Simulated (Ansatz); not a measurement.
Ansatz (a program for electronic structure) input (HF/3-21G): The .json file is the Basis Set Exchange's 3-21G.

Ansatz 0.2 input:
```yaml
crystal:
  periodic: [false, false, false]
  atoms:
    - {symbol: Cl, position_ang: [2.38515709, -1.42422177, -0.08719786]}
    - {symbol: Si, position_ang: [1.11942923, 0.35386641, 0.24923594]}
    - {symbol: Si, position_ang: [-1.10862093, -0.35316254, -0.15542005]}
    - {symbol: Cl, position_ang: [-2.31843837, 1.46777226, 0.08918899]}
    - {symbol: H, position_ang: [1.59592105, 1.40520379, -0.67750519]}
    - {symbol: H, position_ang: [-1.32317820, -0.83725845, -1.53190249]}
    - {symbol: H, position_ang: [-1.55827737, -1.31815797, 0.86213578]}
basis:
  gaussian:
    orbitals: 3-21G.json
hamiltonian:
  xc: {name: HF}
magnetization: {spin_polarized: true, initial_magnetization: 1}
phonons: {temperatures: {t_min: 298.15, t_max: 298.15, t_step: 100}}
```

Output:

```
Functional definition: HF
integrals: 0.01 GiB planned
691 factors; integrals over basis functions are off by at most 2.7e-4 eV
mean field: 0.25 GiB planned
mean field evaluation 1: about -40575.4416 eV, gradient 1.3e1 eV
mean field evaluation 2: about -40575.4433 eV, gradient 1.3e1 eV
mean field evaluation 4: about -40576.9631 eV, gradient 1.3e0 eV
mean field evaluation 8: about -40577.0071 eV, gradient 9.4e-4 eV
mean field -40577.00738412 eV, -1491.1775172831 hartree, gradient 5.9e-5 eV, S^2 0.754195; 0 other end points of the search recorded, 0 dependent functions left out
the calculation of the forces begins
reference -40577.00738412 eV, -1491.1775172831 hartree; 33, 32 occupied and 25, 26 virtual orbitals, 691 factors
these checks for a lower state are left out or cut short: stability, starts, cluster_reference, orbital_swaps, neighbouring_geometries, increment
integrals: 0.01 GiB planned
691 factors; integrals over basis functions are off by at most 2.7e-4 eV
mean field: 0.25 GiB planned
mean field evaluation 16: about -40577.0074 eV, gradient 1.4e-4 eV
mean field -40577.00736980 eV, -1491.1775167568 hartree, gradient 1.7e-6 eV, S^2 0.754200; 0 other end points of the search recorded, 0 dependent functions left out
the calculation of the forces begins
reference -40577.00736980 eV, -1491.1775167568 hartree; 33, 32 occupied and 25, 26 virtual orbitals, 691 factors
these checks for a lower state are left out or cut short: stability, starts, cluster_reference, orbital_swaps, neighbouring_geometries, increment
integrals: 0.01 GiB planned
691 factors; integrals over basis functions are off by at most 2.7e-4 eV
mean field: 0.25 GiB planned
mean field -40577.00736655 eV, -1491.1775166371 hartree, gradient 1.7e-6 eV, S^2 0.754191; 0 other end points of the search recorded, 0 dependent functions left out
the calculation of the forces begins
reference -40577.00736655 eV, -1491.1775166371 hartree; 33, 32 occupied and 25, 26 virtual orbitals, 691 factors
these checks for a lower state are left out or cut short: stability, starts, cluster_reference, orbital_swaps, neighbouring_geometries, increment
integrals: 0.01 GiB planned
691 factors; integrals over basis functions are off by at most 2.7e-4 eV
mean field: 0.25 GiB planned
mean field evaluation 32: about -40577.0074 eV, gradient 1.7e-6 eV
mean field -40577.00735587 eV, -1491.1775162448 hartree, gradient 1.7e-6 eV, S^2 0.754192; 0 other end points of the search recorded, 0 dependent functions left out
the calculation of the forces begins
reference -40577.00735587 eV, -1491.1775162448 hartree; 33, 32 occupied and 25, 26 virtual orbitals, 691 factors
these checks for a lower state are left out or cut short: stability, starts, cluster_reference, orbital_swaps, neighbouring_geometries, increment
integrals: 0.01 GiB planned
691 factors; integrals over basis functions are off by at most 2.7e-4 eV
mean field: 0.25 GiB planned
mean field -40577.00735961 eV, -1491.1775163823 hartree, gradient 1.7e-6 eV, S^2 0.754198; 0 other end points of the search recorded, 0 dependent functions left out
the calculation of the forces begins
reference -40577.00735961 eV, -1491.1775163823 hartree; 33, 32 occupied and 25, 26 virtual orbitals, 691 factors
these checks for a lower state are left out or cut short: stability, starts, cluster_reference, orbital_swaps, neighbouring_geometries, increment
integrals: 0.01 GiB planned
691 factors; integrals over basis functions are off by at most 2.7e-4 eV
mean field: 0.25 GiB planned
mean field -40577.00738245 eV, -1491.1775172216 hartree, gradient 1.7e-6 eV, S^2 0.754196; 0 other end points of the search recorded, 0 dependent functions left out
the calculation of the forces begins
reference -40577.00738245 eV, -1491.1775172216 hartree; 33, 32 occupied and 25, 26 virtual orbitals, 691 factors
these checks for a lower state are left out or cut short: stability, starts, cluster_reference, orbital_swaps, neighbouring_geometries, increment
integrals: 0.01 GiB planned
691 factors; integrals over basis functions are off by at most 2.7e-4 eV
mean field: 0.25 GiB planned
mean field -40577.00738148 eV, -1491.1775171859 hartree, gradient 1.7e-6 eV, S^2 0.754194; 0 other end points of the search recorded, 0 dependent functions left out
the calculation of the forces begins
reference -40577.00738148 eV, -1491.1775171859 hartree; 33, 32 occupied and 25, 26 virtual orbitals, 691 factors
these checks for a lower state are left out or cut short: stability, starts, cluster_reference, orbital_swaps, neighbouring_geometries, increment
integrals: 0.01 GiB planned
691 factors; integrals over basis functions are off by at most 2.7e-4 eV
mean field: 0.25 GiB planned
mean field -40577.00732898 eV, -1491.1775152566 hartree, gradient 1.7e-6 eV, S^2 0.754183; 0 other end points of the search recorded, 0 dependent functions left out
[...]
mean field -40577.00735793 eV, -1491.1775163205 hartree, gradient 1.7e-6 eV, S^2 0.754190; 0 other end points of the search recorded, 0 dependent functions left out
the calculation of the forces begins
reference -40577.00735793 eV, -1491.1775163205 hartree; 33, 32 occupied and 25, 26 virtual orbitals, 691 factors
these checks for a lower state are left out or cut short: stability, starts, cluster_reference, orbital_swaps, neighbouring_geometries, increment
integrals: 0.01 GiB planned
691 factors; integrals over basis functions are off by at most 2.7e-4 eV
mean field: 0.25 GiB planned
mean field evaluation 224: about -40577.0074 eV, gradient 4.4e-2 eV
mean field -40577.00737769 eV, -1491.1775170468 hartree, gradient 1.7e-6 eV, S^2 0.754193; 0 other end points of the search recorded, 0 dependent functions left out
the calculation of the forces begins
reference -40577.00737769 eV, -1491.1775170468 hartree; 33, 32 occupied and 25, 26 virtual orbitals, 691 factors
these checks for a lower state are left out or cut short: stability, starts, cluster_reference, orbital_swaps, neighbouring_geometries, increment
integrals: 0.01 GiB planned
691 factors; integrals over basis functions are off by at most 2.7e-4 eV
mean field: 0.25 GiB planned
mean field -40577.00737608 eV, -1491.1775169876 hartree, gradient 1.7e-6 eV, S^2 0.754197; 0 other end points of the search recorded, 0 dependent functions left out
the calculation of the forces begins
reference -40577.00737608 eV, -1491.1775169876 hartree; 33, 32 occupied and 25, 26 virtual orbitals, 691 factors
these checks for a lower state are left out or cut short: stability, starts, cluster_reference, orbital_swaps, neighbouring_geometries, increment
integrals: 0.01 GiB planned
691 factors; integrals over basis functions are off by at most 2.7e-4 eV
mean field: 0.25 GiB planned
mean field -40577.00737235 eV, -1491.1775168504 hartree, gradient 1.7e-6 eV, S^2 0.754194; 0 other end points of the search recorded, 0 dependent functions left out
the calculation of the forces begins
reference -40577.00737235 eV, -1491.1775168504 hartree; 33, 32 occupied and 25, 26 virtual orbitals, 691 factors
these checks for a lower state are left out or cut short: stability, starts, cluster_reference, orbital_swaps, neighbouring_geometries, increment
integrals: 0.01 GiB planned
691 factors; integrals over basis functions are off by at most 2.7e-4 eV
mean field: 0.25 GiB planned
mean field -40577.00737111 eV, -1491.1775168047 hartree, gradient 1.7e-6 eV, S^2 0.754196; 0 other end points of the search recorded, 0 dependent functions left out
the calculation of the forces begins
reference -40577.00737111 eV, -1491.1775168047 hartree; 33, 32 occupied and 25, 26 virtual orbitals, 691 factors
these checks for a lower state are left out or cut short: stability, starts, cluster_reference, orbital_swaps, neighbouring_geometries, increment
integrals: 0.01 GiB planned
691 factors; integrals over basis functions are off by at most 2.7e-4 eV
mean field: 0.25 GiB planned
mean field evaluation 256: about -40577.0073 eV, gradient 1.7e-6 eV
mean field -40577.00732864 eV, -1491.1775152441 hartree, gradient 1.7e-6 eV, S^2 0.754191; 0 other end points of the search recorded, 0 dependent functions left out
the calculation of the forces begins
reference -40577.00732864 eV, -1491.1775152441 hartree; 33, 32 occupied and 25, 26 virtual orbitals, 691 factors
these checks for a lower state are left out or cut short: stability, starts, cluster_reference, orbital_swaps, neighbouring_geometries, increment
integrals: 0.01 GiB planned
691 factors; integrals over basis functions are off by at most 2.7e-4 eV
mean field: 0.25 GiB planned
mean field -40577.00733012 eV, -1491.1775152985 hartree, gradient 1.7e-6 eV, S^2 0.754199; 0 other end points of the search recorded, 0 dependent functions left out
the calculation of the forces begins
reference -40577.00733012 eV, -1491.1775152985 hartree; 33, 32 occupied and 25, 26 virtual orbitals, 691 factors
these checks for a lower state are left out or cut short: stability, starts, cluster_reference, orbital_swaps, neighbouring_geometries, increment
integrals: 0.01 GiB planned
691 factors; integrals over basis functions are off by at most 2.7e-4 eV
mean field: 0.25 GiB planned
mean field -40577.00737180 eV, -1491.1775168303 hartree, gradient 1.7e-6 eV, S^2 0.754194; 0 other end points of the search recorded, 0 dependent functions left out
the calculation of the forces begins
reference -40577.00737180 eV, -1491.1775168303 hartree; 33, 32 occupied and 25, 26 virtual orbitals, 691 factors
these checks for a lower state are left out or cut short: stability, starts, cluster_reference, orbital_swaps, neighbouring_geometries, increment
integrals: 0.01 GiB planned
691 factors; integrals over basis functions are off by at most 2.7e-4 eV
mean field: 0.25 GiB planned
mean field -40577.00737289 eV, -1491.1775168704 hartree, gradient 1.7e-6 eV, S^2 0.754196; 0 other end points of the search recorded, 0 dependent functions left out
the calculation of the forces begins
reference -40577.00737289 eV, -1491.1775168704 hartree; 33, 32 occupied and 25, 26 virtual orbitals, 691 factors
these checks for a lower state are left out or cut short: stability, starts, cluster_reference, orbital_swaps, neighbouring_geometries, increment
integrals: 0.01 GiB planned
691 factors; integrals over basis functions are off by at most 2.7e-4 eV
mean field: 0.25 GiB planned
mean field -40577.00735088 eV, -1491.1775160614 hartree, gradient 1.7e-6 eV, S^2 0.754194; 0 other end points of the search recorded, 0 dependent functions left out
the calculation of the forces begins
reference -40577.00735088 eV, -1491.1775160614 hartree; 33, 32 occupied and 25, 26 virtual orbitals, 691 factors
these checks for a lower state are left out or cut short: stability, starts, cluster_reference, orbital_swaps, neighbouring_geometries, increment
integrals: 0.01 GiB planned
691 factors; integrals over basis functions are off by at most 2.7e-4 eV
mean field: 0.25 GiB planned
mean field evaluation 288: about -40577.0074 eV, gradient 1.6e-5 eV
mean field -40577.00735679 eV, -1491.1775162786 hartree, gradient 1.7e-6 eV, S^2 0.754196; 0 other end points of the search recorded, 0 dependent functions left out
the calculation of the forces begins
reference -40577.00735679 eV, -1491.1775162786 hartree; 33, 32 occupied and 25, 26 virtual orbitals, 691 factors
these checks for a lower state are left out or cut short: stability, starts, cluster_reference, orbital_swaps, neighbouring_geometries, increment
integrals: 0.01 GiB planned
691 factors; integrals over basis functions are off by at most 2.7e-4 eV
mean field: 0.25 GiB planned
mean field -40577.00735150 eV, -1491.1775160842 hartree, gradient 1.7e-6 eV, S^2 0.754194; 0 other end points of the search recorded, 0 dependent functions left out
the calculation of the forces begins
reference -40577.00735150 eV, -1491.1775160842 hartree; 33, 32 occupied and 25, 26 virtual orbitals, 691 factors
these checks for a lower state are left out or cut short: stability, starts, cluster_reference, orbital_swaps, neighbouring_geometries, increment
integrals: 0.01 GiB planned
691 factors; integrals over basis functions are off by at most 2.7e-4 eV
mean field: 0.25 GiB planned
mean field -40577.00734928 eV, -1491.1775160025 hartree, gradient 1.7e-6 eV, S^2 0.754196; 0 other end points of the search recorded, 0 dependent functions left out
the calculation of the forces begins
reference -40577.00734928 eV, -1491.1775160025 hartree; 33, 32 occupied and 25, 26 virtual orbitals, 691 factors
Total energy: -40577.00738412 eV, -1491.1775172831 hartree
Atom 0 at     2.385157    -1.424222    -0.087198 Å, force     0.000644    -0.000722     0.000192 eV/Å
Atom 1 at     1.119429     0.353866     0.249236 Å, force    -0.001382     0.000957    -0.001823 eV/Å
Atom 2 at    -1.108621    -0.353163    -0.155420 Å, force     0.000351     0.000526     0.000941 eV/Å
Atom 3 at    -2.318438     1.467772     0.089189 Å, force    -0.000457     0.000419    -0.000135 eV/Å
Atom 4 at     1.595921     1.405204    -0.677505 Å, force     0.000751    -0.000256     0.000623 eV/Å
Atom 5 at    -1.323178    -0.837258    -1.531902 Å, force     0.000318     0.000243    -0.000224 eV/Å
Atom 6 at    -1.558277    -1.318158     0.862136 Å, force    -0.000224    -0.001168     0.000425 eV/Å
Dipole moment:    -0.034610    -0.009525     0.038404 e Å
Vibrations: 41.57 76.30 153.31 409.95 419.30 466.29 476.07 586.97 712.04 755.12 847.94 980.58 2312.78 2339.52 2364.26 cm⁻¹, zero-point energy 0.802301 eV
```

The blocks after the first are displaced geometries, from whose forces the wavenumbers follow.
